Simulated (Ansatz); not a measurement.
`C[SiH](F)[GeH3]` + HCl → `F[SiH](Cl)[GeH3]` + CH₄ at 700 K and 1 bar (ligand exchange at the Si–C bond).

Isolated molecules relaxed with PBE0-D4/def2-TZVP in Ansatz; ΔE leaves out vibrations. CBS: MP2 limit from def2 TZ/QZ plus the TZ coupled-cluster correction, frozen cores. This one scheme is used for every species. For Ge outer-core shells are correlated without core-valence functions, which leaves a few kJ/mol of doubt a bond. Scalar relativity is left out up to krypton.

```json
{"species": "`C[SiH](F)[GeH3]`", "CCSD(T)/CBS energy (Eh)": "-2507.31933", "H − E (kJ/mol)": "272.2", "S (J/(mol·K))": "489.3"}
{"species": "HCl", "CCSD(T)/CBS energy (Eh)": "-460.38127", "H − E (kJ/mol)": "38.4", "S (J/(mol·K))": "211.8"}
{"species": "`F[SiH](Cl)[GeH3]`", "CCSD(T)/CBS energy (Eh)": "-2927.27769", "H − E (kJ/mol)": "168.5", "S (J/(mol·K))": "462.6"}
{"species": "CH₄", "CCSD(T)/CBS energy (Eh)": "-40.46206", "H − E (kJ/mol)": "145.9", "S (J/(mol·K))": "224.0"}
```

H − E and S are ideal-gas, rigid-rotor, harmonic terms from PBE0-D4/def2-TZVP, for one conformer and one mirror image of each species. 1 Eh = 2625.50 kJ/mol, R = 8.31446 J/(mol·K).

Task: By hand: ΔE, ΔH, ΔS and ΔG.

Result: ΔE = (-2927.27769) + (-40.46206) − (-2507.31933) − (-460.38127) = -0.03915 Eh = -102.8 kJ/mol. Δ(H − E) = 168.5 + 145.9 − 272.2 − 38.4 = 3.8, so ΔH = -99.0 kJ/mol. ΔS = 462.6 + 224.0 − 489.3 − 211.8 = -14.5 J/(mol·K). ΔG = -99.0 − 700 × (-14.5)/1000 = -88.8 kJ/mol.

Task: By hand: the equilibrium constant, and the temperature at which ΔG would vanish if ΔH and ΔS stayed fixed.

Result: log₁₀ K = −ΔG/(RT ln 10) = 6.6. ΔG = 0 at ΔH/ΔS = 6828 K, far beyond where these terms or the molecules hold.

The number of gas molecules stays the same, so ΔS is small and ΔH decides. A doubt of 5 kJ/mol in ΔE shifts log₁₀ K by 0.4 here. Other conformers and mirror images would add mixing entropy, several J/(mol·K) or more a flexible species. These are equilibria of isolated gas molecules and say nothing of rates. Largest T1 diagnostic: 0.012 (customary marks: 0.02 for closed shells, 0.045 for open ones).
